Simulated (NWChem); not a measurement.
Everything below was run with NWChem. System: H4GeO2, charge 0, spin multiplicity 1, at a geometry optimised with PBE/def2-SVP. The structure started from a generated list of species. Level: G0W0@PBE/def2-TZVPD, RI basis def2-tzvpd-rifit.

Input file:

```
start mol
memory heap 200 mb stack 700 mb global 1700 mb
geometry units angstroms nocenter noautoz
  Ge     0.000000     0.000000    -0.342399
  O     -0.639051    -1.335536     0.679647
  O      0.639051     1.335536     0.679647
  H     -1.240305     0.427633    -1.164757
  H      1.240305    -0.427633    -1.164757
  H      0.077449    -1.737425     1.205961
  H     -0.077449     1.737425     1.205961
  symmetry group C2
end
basis spherical
  * library def2-tzvpd
end
basis "ri basis" bse spherical
  * library def2-tzvpd-rifit
end
dft
  xc xpbe96 cpbe96
  iterations 100
  direct
  tolerances tight
end
task dft energy
gw
  method cdgw
  states alpha occ 4 vir 2
end
task dft gw
```

NWChem printed:

```
             Northwest Computational Chemistry Package (NWChem) 7.3.0
             --------------------------------------------------------

                                NWChem Input Module
                                -------------------

 Scaling coordinates for geometry "geometry" by  1.889725989
 (inverse scale =  0.529177249)

 Turning off AUTOSYM since
 SYMMETRY directive was detected!

                             Geometry "geometry" -> ""
                             -------------------------

 Output coordinates in angstroms (scale by  1.889725989 to convert to a.u.)

  No.       Tag          Charge          X              Y              Z
 ---- ---------------- ---------- -------------- -------------- --------------
    1 Ge                  32.0000     0.00000000     0.00000000    -0.34239900
    2 O                    8.0000    -0.63905100    -1.33553600     0.67964700
    3 O                    8.0000     0.63905100     1.33553600     0.67964700
    4 H                    1.0000    -1.24030500     0.42763300    -1.16475700
    5 H                    1.0000     1.24030500    -0.42763300    -1.16475700
    6 H                    1.0000     0.07744900    -1.73742500     1.20596100
    7 H                    1.0000    -0.07744900     1.73742500     1.20596100

 Effective nuclear repulsion energy (a.u.)     217.0929344272

            Nuclear Dipole moment (a.u.)
            ----------------------------
        X                 Y               Z
 ---------------- ---------------- ----------------
     0.0000000000     0.0000000000    -0.0000151178

      Symmetry information
      --------------------

 Group name             C2
 Group number              4
 Group order               2
 No. of unique centers     4

      Symmetry unique atoms

     1    2    4    6


 Summary of "ao basis" -> "" (spherical)
 ------------------------------------------------------------------------------
       Tag                 Description            Shells   Functions and Types
 ---------------- ------------------------------  ------  ---------------------
 *                         def2-tzvpd                 on all atoms

 new library libraries.bse/

 Summary of "ri basis" -> "" (spherical)
 ------------------------------------------------------------------------------
       Tag                 Description            Shells   Functions and Types
 ---------------- ------------------------------  ------  ---------------------
 *                      def2-tzvpd-rifit              on all atoms

  pbe96 is a nonlocal functional; adding pw91lda local functional.

                                 NWChem DFT Module
                                 -----------------

 Summary of "ao basis" -> "ao basis" (spherical)
 ------------------------------------------------------------------------------
       Tag                 Description            Shells   Functions and Types
 ---------------- ------------------------------  ------  ---------------------
 Ge                        def2-tzvpd               18       54   7s5p5d1f
 O                         def2-tzvpd               14       40   6s4p3d1f
 H                         def2-tzvpd                5        9   3s2p

 Summary of "ao basis" -> "ao basis" (spherical)
 ------------------------------------------------------------------------------
       Tag                 Description            Shells   Functions and Types
 ---------------- ------------------------------  ------  ---------------------
 Ge                        def2-tzvpd               18       54   7s5p5d1f
 O                         def2-tzvpd               14       40   6s4p3d1f
 H                         def2-tzvpd                5        9   3s2p

      Symmetry analysis of basis
      --------------------------

        a          88
        b          82

            General Information
            -------------------
          SCF calculation type: DFT
          Wavefunction type:  closed shell.
          No. of atoms     :     7
          No. of electrons :    52
           Alpha electrons :    26
            Beta electrons :    26
          Charge           :     0
          Spin multiplicity:     1
          Use of symmetry is: on ; symmetry adaption is: on
          Maximum number of iterations: 100
          This is a Direct SCF calculation.
          AO basis - number of functions:   170
                     number of shells:    66
          Convergence on energy requested:  1.00D-06
          Convergence on density requested:  1.00D-05
          Convergence on gradient requested:  5.00D-04

              XC Information
              --------------
          PerdewBurkeErnzerhof Exchange Functional  1.000
            Perdew 1991 LDA Correlation Functional  1.000 local
           PerdewBurkeErnz. Correlation Functional  1.000 non-local

             Grid Information
             ----------------
          Grid used for XC integration:  medium
          Radial quadrature: Mura-Knowles
          Angular quadrature: Lebedev.
          Tag              B.-S. Rad. Rad. Pts. Rad. Cut. Ang. Pts.
          ---              ---------- --------- --------- ---------
          Ge                  1.25      112          10.0       590
          O                   0.60       49          12.0       434
          H                   0.35       45          12.0       434
          Grid pruning is: on
          Number of quadrature shells:   251
          Spatial weights used:  Erf1

          Convergence Information
          -----------------------
          Convergence aids based upon iterative change in
[...]
 Total energy =   -2227.516181
 1-e energy   =   -3535.688374
 2-e energy   =    1091.079259
 HOMO         =      -0.388381
 LUMO         =       0.005750

      Symmetry analysis of molecular orbitals - initial
      -------------------------------------------------

  Numbering of irreducible representations:

     1 a           2 b

  Orbital symmetries:

     1 a           2 a           3 b           4 a           5 b
     6 a           7 b           8 a           9 b          10 b
    11 a          12 b          13 a          14 b          15 a
    16 a          17 a          18 b          19 a          20 b
    21 a          22 b          23 a          24 b          25 a
    26 b          27 a          28 b          29 a          30 b
    31 a          32 b          33 a          34 a          35 b
    36 a

   convergence    iter        energy       DeltaE   RMS-Dens  Diis-err    time
 ---------------- ----- ----------------- --------- --------- ---------  ------
 d= 0,ls=0.0,diis     1  -2229.3655295095 -2.45D+03  9.44D-03  1.61D+00     3.4
 d= 0,ls=0.0,diis     2  -2228.9764189685  3.89D-01  6.69D-03  5.16D+00     5.8
 d= 0,ls=0.0,diis     3  -2229.4749015114 -4.98D-01  1.12D-03  2.36D-01     8.1
 d= 0,ls=0.0,diis     4  -2229.4929427247 -1.80D-02  3.39D-04  1.55D-02    10.5
 d= 0,ls=0.0,diis     5  -2229.4936233721 -6.81D-04  9.23D-05  9.10D-04    12.8
 d= 0,ls=0.0,diis     6  -2229.4936609746 -3.76D-05  3.38D-05  6.43D-05    15.1
 d= 0,ls=0.0,diis     7  -2229.4936661530 -5.18D-06  7.37D-06  4.24D-06    17.5
 d= 0,ls=0.0,diis     8  -2229.4936666392 -4.86D-07  1.27D-06  1.40D-07    19.8

         Total DFT energy =    -2229.493666639198
      One electron energy =    -3536.791676317164
           Coulomb energy =     1187.434720376453
    Exchange-Corr. energy =      -97.229645125667
 Nuclear repulsion energy =      217.092934427180

 Numeric. integr. density =       52.000004813792

     Total iterative time =     18.8s

                  Occupations of the irreducible representations
                  ----------------------------------------------

                     irrep           alpha         beta
                     --------     --------     --------
                     a                14.0         14.0
                     b                12.0         12.0

                       DFT Final Molecular Orbital Analysis
                       ------------------------------------

 Vector   24  Occ=2.000000D+00  E=-2.903981D-01  Symmetry=b
              MO Center= -3.1D-14, -1.5D-13, -1.4D-02, r^2= 3.5D+00
   Bfn.  Coefficient  Atom+Function         Bfn.  Coefficient  Atom+Function
  ----- ------------  ---------------      ----- ------------  ---------------
    17      0.225453  1 Ge px                61     -0.223519  2 O  px
   101     -0.223519  3 O  px                20      0.195788  1 Ge px
    64     -0.180312  2 O  px               104     -0.180312  3 O  px
   136     -0.168700  4 H  s                145      0.168700  5 H  s
    59      0.121731  2 O  s                 99     -0.121731  3 O  s

 Vector   25  Occ=2.000000D+00  E=-2.734869D-01  Symmetry=a
              MO Center=  5.8D-14,  2.5D-13,  5.8D-01, r^2= 3.0D+00
   Bfn.  Coefficient  Atom+Function         Bfn.  Coefficient  Atom+Function
  ----- ------------  ---------------      ----- ------------  ---------------
    63      0.261062  2 O  pz               103      0.261062  3 O  pz
    66      0.216613  2 O  pz               106      0.216613  3 O  pz
    69      0.156759  2 O  pz               109      0.156759  3 O  pz
    61     -0.145497  2 O  px               101      0.145497  3 O  px
    64     -0.120008  2 O  px               104      0.120008  3 O  px

 Vector   26  Occ=2.000000D+00  E=-2.628100D-01  Symmetry=b
              MO Center= -7.5D-14, -1.9D-13,  5.4D-01, r^2= 3.1D+00
   Bfn.  Coefficient  Atom+Function         Bfn.  Coefficient  Atom+Function
  ----- ------------  ---------------      ----- ------------  ---------------
    62      0.264204  2 O  py               102      0.264204  3 O  py
    65      0.217601  2 O  py               105      0.217601  3 O  py
    63      0.194469  2 O  pz               103     -0.194469  3 O  pz
    66      0.164083  2 O  pz               106     -0.164083  3 O  pz
    68      0.157012  2 O  py               108      0.157012  3 O  py

 Vector   27  Occ=0.000000D+00  E=-3.869629D-02  Symmetry=a
              MO Center= -6.2D-14, -1.6D-13,  8.3D-01, r^2= 6.8D+00
   Bfn.  Coefficient  Atom+Function         Bfn.  Coefficient  Atom+Function
  ----- ------------  ---------------      ----- ------------  ---------------
     7      1.097228  1 Ge s                 72      0.410748  2 O  pz
   112      0.410748  3 O  pz                45     -0.341338  1 Ge d  0
    22      0.282842  1 Ge pz                60     -0.212577  2 O  s
   100     -0.212577  3 O  s                 71     -0.205915  2 O  py
   111      0.205915  3 O  py                19      0.185944  1 Ge pz

 Vector   28  Occ=0.000000D+00  E=-2.384291D-02  Symmetry=b
              MO Center=  4.4D-14,  2.1D-13, -3.4D-02, r^2= 7.3D+00
   Bfn.  Coefficient  Atom+Function         Bfn.  Coefficient  Atom+Function
  ----- ------------  ---------------      ----- ------------  ---------------
    60      0.446380  2 O  s                100     -0.446380  3 O  s
    71     -0.319825  2 O  py               111     -0.319825  3 O  py
    20     -0.283413  1 Ge px                44      0.262174  1 Ge d -1
    18     -0.253070  1 Ge py               159      0.218263  6 H  px
   168      0.218263  7 H  px                58     -0.186533  2 O  s

 Vector   29  Occ=0.000000D+00  E=-9.808131D-03  Symmetry=a
              MO Center= -9.5D-15,  4.7D-14, -1.1D+00, r^2= 6.5D+00
   Bfn.  Coefficient  Atom+Function         Bfn.  Coefficient  Atom+Function
  ----- ------------  ---------------      ----- ------------  ---------------
     7      2.021956  1 Ge s                 60     -1.034570  2 O  s
   100     -1.034570  3 O  s                  5     -0.548584  1 Ge s
   155      0.387800  6 H  s                164      0.387800  7 H  s
   137     -0.270391  4 H  s                146     -0.270391  5 H  s
     4      0.216940  1 Ge s                136      0.200374  4 H  s

 center of mass
 --------------
 x =   0.00000000 y =   0.00000000 z =  -0.05991725

 moments of inertia (a.u.)
 ------------------
         330.361209919308         -92.712723044212           0.000000000000
         -92.712723044212         161.325226698105           0.000000000000
           0.000000000000           0.000000000000         284.574763928456

     Multipole analysis of the density
     ---------------------------------

     L   x y z        total         alpha         beta         nuclear
     -   - - -        -----         -----         ----         -------
     0   0 0 0     -0.000000    -26.000000    -26.000000     52.000000

     1   1 0 0     -0.000000     -0.000000     -0.000000      0.000000
     1   0 1 0      0.000000      0.000000      0.000000      0.000000
     1   0 0 1     -0.023307     -0.011646     -0.011646     -0.000015

     2   2 0 0    -24.278548    -29.321251    -29.321251     34.363954
     2   1 1 0     -3.999723    -24.007787    -24.007787     44.015851
     2   1 0 1      0.000000      0.000000      0.000000      0.000000
     2   0 2 0    -22.646757    -73.712610    -73.712610    124.778464
     2   0 1 1      0.000000      0.000000      0.000000      0.000000
     2   0 0 2    -21.113204    -40.489814    -40.489814     59.866425

 Task  times  cpu:       19.8s     wall:       19.8s

                                NWChem Input Module
                                -------------------

                                 NWChem GW Module
                                 ----------------

                             ***********************
                             ***        GW       ***
                             ***********************

 Summary of "ri basis" -> "ri basis" (spherical)
 ------------------------------------------------------------------------------
       Tag                 Description            Shells   Functions and Types
 ---------------- ------------------------------  ------  ---------------------
 Ge                     def2-tzvpd-rifit            41      175   11s10p9d6f4g1h
 O                      def2-tzvpd-rifit            26       92   9s7p5d4f1g
 H                      def2-tzvpd-rifit            10       24   5s3p2d

                 Memory Information
                 ------------------
          Available GA per process is          1699.8 MBs
          Available stack per process is        700.0 MBs
          Available heap per process is           0.0 MBs

          Peak memory in Initialization
              Peak GA per process is                 18.3 MBs
              Peak stack per process is               0.3 MBs
              Peak heap per process is               19.0 MBs
              Memory not in MA per process            0.0 MBs

          Peak memory in CDGW Calculation
              Peak GA per process is                 21.7 MBs
              Peak stack per process is               3.2 MBs
              Peak heap per process is                3.6 MBs
              Memory not in MA per process            0.0 MBs

          Computing 2-center integrals
          Computing Inverse Cholesky factor
          Computing 3-center integrals
          Computing Vxc

          Computing Sigma_x
          Computing W(iw) on the imaginary grid
          Solving quasiparticle equations

                  Alpha Orbitals
          State     Energy (eV)     Error (eV)
          -----------------------------------
@GW        23        -12.238           0.002
@GW        24        -11.249           0.003
@GW        25        -10.699           0.002
@GW        26        -10.417           0.003
@GW        27          1.306           0.002
@GW        28          1.746           0.005

     GW Timing Statistics
   ------------------------
   Init.   :          0.1s
     ERIs  :          1.6s
     Distr.:          0.0s
     Vxc   :          0.2s
   Vmo     :          0.0s
   iW      :          2.6s
   I_n     :          0.0s
   R_n     :          0.3s
   GW total:          4.8s

 Task  times  cpu:        4.8s     wall:        4.8s

 Total times  cpu:       24.6s     wall:       24.6s
```
